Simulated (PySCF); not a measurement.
Electron correlation in P²⁺ (phosphorus, charge +2)

[Ne] 3s2 3p1, 2P determinant. Computed with PySCF 2.14 in x2c-SVPall (4s3p1d, 18 functions), with the spin-free X2C one-electron Hamiltonian (Gaussian nucleus). Frozen: [Ne]; 3 electrons correlated.

MP2 pair energies summed by pair of shells (mhartree):

```tsv
pair	energy	share (%)
3s-3s	-22.80	58.0
3s-3p	-16.50	42.0
```

Total MP2 correlation energy: -39.30 mhartree.

Same-spin part -2.33 and opposite-spin part -36.97 mhartree; SCS-MP2 scales them by 1/3 and 6/5 to -45.14 mhartree.

| level | correlation energy (mhartree) |
| --- | --- |
| CCSD | -58.75 |
| (T) | -0.64 |
| CCSD(T) | -59.39 |

Diagnostics: T1 = 0.0098, D1 = 0.0226, largest double amplitude 0.109.

Cost of the coupled-cluster step: 0.12 s of wall time on 1 thread of Neoverse-N1 (shared host), for 3 correlated electrons.
